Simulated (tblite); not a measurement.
C6H11NOSi.
Structure used (GFN2-xTB), in Å, numbered top down from 1:
```
atom  x, y, z in Å
C1    -2.6044    1.0017    0.0307
Si2   -2.3954   -0.8779    0.1613
C3    -0.8753   -1.3947   -0.8858
C4     0.3759   -0.7821   -0.3585
C5     0.9830    0.2386   -0.9461
O6     2.1047    0.9129   -0.5499
C7     2.7253    0.4768    0.6375
C8     3.8980    1.2906    0.8860
N9     4.8252    1.9228    1.0949
H10   -2.8501    1.3005   -0.9846
H11   -3.4005    1.3558    0.6784
H12   -1.6929    1.5224    0.3112
H13   -2.1656   -1.2702    1.5588
H14   -3.5808   -1.5746   -0.3519
H15   -0.7798   -2.4807   -0.8717
H16   -1.0244   -1.0932   -1.9223
H17    0.7412   -1.2039    0.5666
H18    0.6230    0.6682   -1.8701
H19    2.0446    0.5730    1.4998
H20    3.0432   -0.5755    0.5534
```

Computed values, GFN2-xTB/tblite, gas phase, harmonic and unscaled. Errors from tens to a few hundred cm⁻¹ against measured bands are possible. Modes of hydrogen on silicon can be 10 to 20 % off. One conformer, not necessarily the lowest.

Harmonic wavenumbers (cm⁻¹): 29.6, 48.0, 52.4, 84.6, 109.3, 129.7, 178.4, 215.2, 257.8, 316.3, 340.3, 383.2, 459.5, 509.9, 569.0, 635.3, 659.2, 688.6, 722.0, 770.3, 776.5, 812.4, 827.8, 842.8, 952.3, 964.7, 982.9, 1011.4, 1066.4, 1144.2, 1162.2, 1164.4, 1212.3, 1269.7, 1290.6, 1307.1, 1373.2, 1427.0, 1468.7, 1482.9, 1486.6, 1725.1, 2209.1, 2229.3, 2419.5, 2833.6, 2861.2, 2978.6, 2994.0, 3034.8, 3037.2, 3047.2, 3073.0, 3083.5.

A = 3444, B = 463.5, C = 444.6 MHz; mass 141.061 u (most abundant isotopes); point group C1, symmetry number 1.

Task: Zero-point energy?

Result: Half the sum of the wavenumbers: 33355 cm⁻¹ = 399.02 kJ/mol.

Task: What is S at 273.15 K and 1 bar for an ideal gas of classical rigid rotors and harmonic oscillators?

Result: Translation 168.76, rotation 126.50, vibration 155.44: S = 450.7 J/(mol K).

Task: And Cp and H(273.15 K) − H(0)?

Result: Cp = 173.00 J/(mol K), of which vibrations give 139.74 (their classical limit is 54 R = 449.0); H(273.15 K) − H(0) = 29.81 kJ/mol without the zero-point energy, 20.72 from vibrations.

Task: Blend soft modes into free rotors: weight 1/[1 + (100 cm⁻¹/ν̃)⁴] for the oscillator and the rest for a rotor with moment μB/(μ + B), μ = h/(8π²ν), B = 10⁻⁴⁴ kg m². What vibrational entropy results?

Result: 136.25 J/(mol K) in place of 155.44, which changes −T·S at 273.15 K by +5.24 kJ/mol.

Task: How do the functions run with temperature in this model?

Result: 
```json
{"T (K)": "100", "S (J/(mol K))": "322.8", "Cp (J/(mol K))": "95.2", "H − H(0) (kJ/mol)": "6.66", "G − H(0) (kJ/mol)": "-25.62", "ln q(vib)": "3.32"}
{"T (K)": "200", "S (J/(mol K))": "402.3", "Cp (J/(mol K))": "139.4", "H − H(0) (kJ/mol)": "18.38", "G − H(0) (kJ/mol)": "-62.07", "ln q(vib)": "7.06"}
{"T (K)": "300", "S (J/(mol K))": "467.5", "Cp (J/(mol K))": "185.2", "H − H(0) (kJ/mol)": "34.62", "G − H(0) (kJ/mol)": "-105.63", "ln q(vib)": "10.46"}
{"T (K)": "500", "S (J/(mol K))": "581.3", "Cp (J/(mol K))": "262.6", "H − H(0) (kJ/mol)": "79.84", "G − H(0) (kJ/mol)": "-210.81", "ln q(vib)": "16.78"}
{"T (K)": "800", "S (J/(mol K))": "722.3", "Cp (J/(mol K))": "336.6", "H − H(0) (kJ/mol)": "170.69", "G − H(0) (kJ/mol)": "-407.13", "ln q(vib)": "25.40"}
{"T (K)": "1000", "S (J/(mol K))": "801.0", "Cp (J/(mol K))": "369.0", "H − H(0) (kJ/mol)": "241.41", "G − H(0) (kJ/mol)": "-559.64", "ln q(vib)": "30.61"}
```

q(vib) and H(0) count from the zero-point level.

Hindered rotation and anharmonicity are outside this model. Other conformers, if any are populated, would add a mixing term that is left out. The structure is chiral; the term R ln 2 for an equal mix with its mirror image is left out.
